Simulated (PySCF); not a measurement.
Correlation energy of Ca (calcium, neutral)

[Ar] 3d1 4s1, high-spin 3D determinant (an excited configuration). All numbers are calculated (PySCF 2.14, the spin-free X2C one-electron Hamiltonian (Gaussian nucleus), in ANO-RCC-VTZP (6s5p2d1f, 38 functions)). Frozen: [Ar]; 2 electrons correlated.

With two correlated electrons CCSD is exact within the correlated space (frozen core and kept virtual orbitals).

```json
{"level": "CCSD", "correlation energy (mhartree)": "-1.50"}
```

Diagnostics: T1 = 0.0015, D1 = 0.0026, largest double amplitude 0.032.

Task: Is a single reference adequate?

Result: Yes: T1 lies below 0.03 and no double amplitude reaches 0.07.
